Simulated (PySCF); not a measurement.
Method: PBE-D3(BJ)/def2-TZVP // B3LYP-D3(BJ)/def2-TZVP run with PySCF 2.14.0. Gas-phase values, no solvent. 

Reference species (SMILES): `C1=C[SiH2][SiH2]1` (neutral, multiplicity 1).

HOMO: -6.62 eV
HOMO–LUMO gap: 4.85 eV
LUMO: -1.76 eV

After one change: the HOMO rises by 1.10 eV; the HOMO–LUMO gap falls by 1.64 eV; the LUMO decreases by 0.54 eV.

### Question
Which change was made? The new species is one of these.
(A) `[SiH2]=C1C[SiH2]1`
(B) `C=[SiH]C=[SiH2]` (C–Si–C–Si torsion 180°)
(C) `[SiH2]=CC=[SiH2]` (Si–C–C–Si torsion 180°)

### Answer
A, `[SiH2]=C1C[SiH2]1`
